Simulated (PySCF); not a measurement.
C₈H₁₆BP.
Atom-mapped SMILES: `[BH3-:1][P@@H+:2]1[CH:3]=[CH:4][C:5]([CH:6]([CH3:7])[CH3:8])=[C:9]1[CH3:10]`

Geometry (PBE0-D3(BJ)/def2-SVP, Å), atoms numbered from 1 in this order:
```
atom  x, y, z in Å
B1     3.441    0.048   -0.173
P2     1.822    0.626   -1.037
C3     0.994    2.149   -0.554
C4    -0.267    1.848   -0.185
C5    -0.661    0.433   -0.321
C6    -2.036   -0.033    0.078
C7    -2.268    0.166    1.577
C8    -3.118    0.654   -0.756
C9     0.324   -0.367   -0.808
C10    0.281   -1.841   -1.048
H11    4.262    0.901   -0.480
H12    3.645   -1.040   -0.699
H13    3.168   -0.003    1.015
H14    1.948    0.738   -2.448
H15    1.461    3.133   -0.506
H16   -0.966    2.596    0.200
H17   -2.089   -1.113   -0.129
H18   -1.501   -0.353    2.172
H19   -2.238    1.232    1.851
H20   -3.254   -0.224    1.872
H21   -3.131    1.742   -0.584
H22   -4.115    0.268   -0.490
H23   -2.962    0.487   -1.832
H24    1.268   -2.228   -1.337
H25   -0.028   -2.387   -0.143
H26   -0.429   -2.100   -1.850
```

NICS is the negative of the GIAO shielding at a point without a nucleus: at the ring centre (0) and 1 Å above and below it (1); zz is the component along the ring normal. Level: GIAO PBE/pcSseg-1 (PySCF, non-relativistic, gas phase) on the PBE0-D3(BJ)/def2-SVP geometry, one conformer.

Ring bond lengths (Å): P2–C3 1.799, C3–C4 1.348, C4–C5 1.475, C5–C9 1.359, C9–P2 1.812.

What do the NICS probes read (ppm)?

| ring | type | NICS(0) | NICS(1), two faces | NICS(1)zz, two faces | rms pucker (Å) | centre to ring atoms, mean (Å) |
| --- | --- | --- | --- | --- | --- | --- |
| P2–C3–C4–C5–C9 | 5-membered ring with P; formal bonds 2 double, 3 single | -2.6 | -4.1 / -4.7 | -5.1 / -4.9 | 0.02 | 1.32 |

What do they say, and how far can they be read as aromaticity?

- P2–C3–C4–C5–C9: mean NICS(1)zz -5.0 ppm, shielded. P2 has four or more neighbours; no verdict on aromaticity is drawn.

What is the mean of the two in-plane components of NICS at the first NICS(1) probe listed for ring P2–C3–C4–C5–C9, 1 Å off the ring?

The isotropic value is a third of the trace: (3 × -4.1 − (-5.1))/2 = -3.6 ppm.

List the ring angles.

- P2–C3–C4–C5–C9: P2 92.8°, C3 108.4°, C4 116.0°, C5 113.8°, C9 108.8°; sum 539.8° against 540° for a flat convex ring.

How do the values depend on the level or the medium?

```
                         level  NICS(0), P2–C3–C4–C5–C9  mean NICS(1)zz, P2–C3–C4–C5–C9
             PBE/pcSseg-1, gas                     -2.6                            -5.0
            PBE0/pcSseg-1, gas                     -2.7                            -4.9
PBE0/pcSseg-1, IEF-PCM benzene                     -2.5                            -4.7
```

The geometry is the same throughout; the continuum's cavity takes Bondi-type radii × 1.2.
